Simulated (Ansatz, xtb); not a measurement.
# Two isomers of F2HOSi2+

Structure I is `F[Si]O[SiH+]F`, a singlet and structure II is `F[SiH](F)[O+]=[Si]`, a singlet. Both are isolated ions in the gas phase, relaxed with B3LYP-D3(BJ)/6-311G**; the shapes shown needn't be the lowest conformers.

I (Å):

```yaml
atoms:
  - { symbol: F, position_ang: [2.2945, 0.9122, 1.4916] }
  - { symbol: F, position_ang: [-0.9983, 0.6740, -1.6848] }
  - { symbol: O, position_ang: [0.2779, -0.2053, 0.5247] }
  - { symbol: Si, position_ang: [-0.2256, -0.4498, -0.9231] }
  - { symbol: Si, position_ang: [0.9575, 0.2909, 2.1203] }
  - { symbol: H, position_ang: [-0.0747, -1.7035, -1.6505] }
```

II (Å):

```yaml
atoms:
  - { symbol: F, position_ang: [-2.2442, 0.3482, 0.6321] }
  - { symbol: F, position_ang: [-2.5641, -0.4075, -1.8442] }
  - { symbol: O, position_ang: [-0.2787, 0.5087, -1.0449] }
  - { symbol: Si, position_ang: [-1.9883, 0.7056, -0.8842] }
  - { symbol: Si, position_ang: [1.2480, 0.1802, -1.1419] }
  - { symbol: H, position_ang: [-2.3233, 2.0676, -1.2565] }
```

**Question.** Estimate which is lower in electronic energy at CCSD(T)/def2-SVP + ΔMP2/def2-TZVPP, and by roughly how much.

**Answer.** The CCSD(T)/def2-SVP + ΔMP2/def2-TZVPP calculation puts structure II lower, by 127.4 kJ/mol.

Level by level:

| level | geometry | E(II) − E(I) (kJ/mol) | departure from the last row (kJ/mol) | job, with rough time for the two |
| --- | --- | --- | --- | --- |
| GFN2-xTB | GFN2-xTB | −70.1 | +57.4 | optimisation, 0.26 s |
| HF/STO-3G | GFN2-xTB | −161.2 | −33.8 | single point, 0.22 s |
| r2SCAN-D4/def2-SVP | GFN2-xTB | −111.2 | +16.2 | single point, 1.4 s |
| B3LYP-D3(BJ)/6-311G** | B3LYP-D3(BJ)/6-311G** | −116.6 | +10.8 | optimisation, 26 s |
| HF/def2-SVP | B3LYP-D3(BJ)/6-311G** | −140.4 | −13.0 | part of the CCSD(T) run |
| MP2/def2-SVP | B3LYP-D3(BJ)/6-311G** | −127.4 | 0.0 | part of the CCSD(T) run |
| CCSD(T)/def2-SVP | B3LYP-D3(BJ)/6-311G** | −128.7 | −1.3 | single point |
| CCSD(T)/def2-SVP + ΔMP2/def2-TZVPP | B3LYP-D3(BJ)/6-311G** | −127.4 |  | single point, 8.8 s |

As drawn, II has 1 O=Si in place of 1 O–Si.

The levels shown agree on the order. The largest departure from CCSD(T)/def2-SVP + ΔMP2/def2-TZVPP is that of GFN2-xTB, 57.4 kJ/mol. The last row adds to CCSD(T) the change of the MP2 difference between the two basis sets, here +1.3 kJ/mol.

With harmonic frequencies from B3LYP-D3(BJ)/6-311G** (ideal gas, rigid rotor, one conformer each, 298.15 K, 1 atm): on the last row, ΔE + ΔZPE = −122.8 kJ/mol. A mode under 50 cm⁻¹ makes harmonic enthalpies and free energies unreliable, so none is given.

The correlated steps freeze 13 core orbitals. Codes used: Ansatz 0.2.0, xtb 6.7.1; the last row on 2 threads of Intel(R) Xeon(R) 6975P-C (Granite Rapids) on a shared host.
